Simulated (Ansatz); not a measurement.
Molecule: S2O2, net charge 0, singlet state. 
Coordinates optimised at B3LYP-D3(BJ)/def2-TZVP (Ansatz, a program for electronic structure):
```
S
O 1 1.4346
O 1 1.4346 2 119.24
S 1 1.8813 2 120.38 3 -180.00
```
Charge 0, spin multiplicity 1.

Basis-set convergence of Hartree-Fock and CCSD(T) correlation energies (hartree) with Ansatz. Correlated levels leave the core frozen unless marked. No spin-orbit coupling. No relativistic terms.

```csv
basis,functions,E(HF),"E(corr, CCSD(T))"
aug-cc-pV(D+d)Z,110,-944.73242,-0.73576
aug-cc-pV(T+d)Z,202,…,…
```

Q: Some entries are withheld; supply them.

A: 
- aug-cc-pV(T+d)Z, E(HF): -944.81728
- aug-cc-pV(T+d)Z, E(corr, CCSD(T)): -0.89930
